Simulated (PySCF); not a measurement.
# [Be4]-, doublet: structure and spectrum

Method: PySCF, UPBE0, basis Be def2-TZVPD (no relativity, density fitting).

The structure is a minimum.

```xyz
4
charge -1 multiplicity 2, angstrom
Be    0.7250    0.7250    0.7250
Be    0.7250   -0.7250   -0.7250
Be   -0.7250   -0.7250    0.7250
Be   -0.7250    0.7250   -0.7250
```

| Item | Value |
| --- | --- |
| Point group | Td |
| Bond lengths | Be–Be 2.051 Å (×6) |
| Bond angles | Be–Be–Be 60.0° (×12) |
| Spin squared ⟨S²⟩ | 0.820 |
| Dipole moment about the centre of mass | 0.00 D |
| Lowest empty level (β) | 1.61 eV |
| Principal quadrupole moments (Buckingham, traceless) about the centre of mass | 0.00, 0.00, 0.00 D Å |
| Heat capacity Cp at 298.15 K | 61.6 J/(mol K) |
| Rotational symmetry number | 12 |
| Zero-point energy | 20.0 kJ/mol |
| Highest occupied level (α) | -0.30 eV |
| Rotational constants | 0.4449, 0.4449, 0.4449 cm⁻¹ |
| Entropy at 298.15 K and 1 bar (electronic part: spin only) | 246.4 J/(mol K) |
| Principal polarisabilities | 222.7, 222.7, 222.7 bohr³ |
| Enthalpy at 298.15 K above 0 K | 12.93 kJ/mol |

Harmonic modes (masses in u: Be 9.012):
```json
{"symmetry": "e", "ω (cm⁻¹)": "466", "IR (km/mol, summed over degenerate members)": "0.0", "μ (u)": "9.01"}
{"symmetry": "t2", "ω (cm⁻¹)": "571", "IR (km/mol, summed over degenerate members)": "2.0", "μ (u)": "9.01"}
{"symmetry": "a1", "ω (cm⁻¹)": "692", "IR (km/mol, summed over degenerate members)": "0.0", "μ (u)": "9.01"}
```

In Td the vibrations span e + t2 + a1. The a1, e modes carry no infrared intensity, as symmetry demands.

Charges (e); Mulliken and Löwdin values are unreliable with diffuse functions:
```tsv
atom	Mulliken	Löwdin	polar tensor	spin (Mulliken)	Mayer order to Be1
Be1	-0.25	-0.25	-0.25	0.25	–
Be2,3,4	-0.25	-0.25	-0.25	0.25	1.04
```
Other Mayer orders above 0.3: Be–Be 1.04 (×3).

Mulliken populations on Be1: s 2.95, p 1.25, d 0.04.

Outer orbital energies (eV). α occupied: -6.88, -1.55, -1.55, -1.55, -0.30; empty: 2.46, 2.46, 2.46, 2.97. β occupied: -6.66, -1.38, -1.38, -1.38; empty: 1.61, 2.96, 2.96, 2.96.

This need not be the most stable arrangement of these atoms. The lowest empty level of this anion is unbound, so it and the gap depend on the basis.

The final relaxation and frequency run took 22 s on 2 threads of a shared Arm Neoverse N1 host, with 88 basis functions and 4 gradients; the process peaked at 0.96 GiB. Launch command: `OMP_NUM_THREADS=2 python axn.py task.json out`.
